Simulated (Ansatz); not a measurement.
Energy needed to pull apart CH4B2O (SMILES BOB=C), closed shell, into free ground-state atoms, from the structure below (displaced at random from a GFN2-xTB minimum); no zero-point or spin–orbit terms; open-shell atoms are treated unrestricted, in their ground-state multiplicity.

| atom | x (Å) | y (Å) | z (Å) |
| --- | --- | --- | --- |
| B1 | -1.4683 | -1.3049 | 0.3865 |
| O2 | -0.4540 | -0.4898 | 0.0573 |
| B3 | 0.4649 | 0.3240 | -0.1918 |
| C4 | 1.4877 | 1.3221 | -0.4049 |
| H5 | -2.4737 | -0.7878 | 0.5140 |
| H6 | -1.2450 | -2.4167 | 0.5823 |
| H7 | 1.2250 | 2.3448 | -0.5920 |
| H8 | 2.4273 | 1.1135 | -0.5022 |

Ansatz 0.2.0; basis: def2-TZVPP; cores frozen in the correlated methods.

| method | atomization energy (kcal/mol) |
| --- | --- |
| PBE-D4 | ? |
| r2SCAN-D4 | 770.6 |
| B97M-V | 770.3 |
| PBE0-D4 | ? |
| BHLYP-D4 | 746.9 |
| wB97M-V | 766.6 |
| HF | 580.4 |
| MP2 | 758.4 |
| CCSD | 728.1 |
| CCSD(T) | 738.7 |

(1) What does PBE0-D4 give? (Judge from chemistry; the value comes from the calculation.)

(2) What does PBE-D4 give? (Judge from chemistry; the value comes from the calculation.)

The T1 diagnostic stays at or below 0.018.

Answers

(1) By the calculation: 766.6 kcal/mol, which is about 27.9 kcal/mol more than CCSD(T)/def2-TZVPP.

(2) The calculation gives: 781.4 kcal/mol, which is about 42.8 kcal/mol more than CCSD(T)/def2-TZVPP.

In triple zeta the MP2 and coupled-cluster atomization energies are still short of their basis limit by a few kcal/mol a bond, whereas those of the functionals are nearly converged, so these differences are not deviations from converged CCSD(T).

For scale, one of the runs: CCSD(T)/def2-TZVPP forces, 180 basis functions, launched by `ansatz run in.yaml --threads 4 --pin off --events-out ev --progress --plain --max-ram 5222MiB`. Time: 2.9 min of wall clock on 4 CPU threads of an Arm Neoverse N1; the host was shared. Peak host memory: 3.5 GiB.
